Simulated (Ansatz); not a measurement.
H2Mg (SMILES [MgH2]) moved off its minimum; all values from Ansatz (a program for electronic structure), cores frozen in correlated methods.
(charge 0, multiplicity 1)
```xyz
3

Mg    -0.03417    -0.01187    -0.02396
H     -0.01150    -0.04057    -1.69126
H      0.02451    -0.00238     1.81434
```

| level | largest force (eV/Å) | on atom | rms difference from CCSD(T)/def2-TZVPPD (eV/Å) | dipole (D) |
|---|---|---|---|---|
| HF/def2-TZVPP | 1.40 | Mg1 | 0.033 | 0.47 |
| PBE/def2-TZVPP | 1.31 | Mg1 | 0.034 | 0.40 |
| r2SCAN/def2-TZVPP | 1.33 | Mg1 | 0.010 | 0.42 |
| B3LYP/def2-TZVPP | 1.31 | Mg1 | 0.038 | 0.42 |
| wB97M-V/def2-TZVPP | 1.31 | Mg1 | 0.062 | 0.45 |
| MP2/def2-TZVPPD | 1.37 | Mg1 | 0.035 | 0.44 |
| CCSD(T)/def2-TZVPPD | 1.34 | Mg1 | 0.000 | 0.42 |

The differences count from one level among others, with limits of its own. Forces at CCSD(T)/def2-TZVPPD (eV/Å):

| atom | Fx | Fy | Fz |
|---|---|---|---|
| Mg1 | 0.074 | -0.001 | 1.338 |
| H2 | -0.021 | 0.000 | -0.385 |
| H3 | -0.054 | 0.001 | -0.954 |
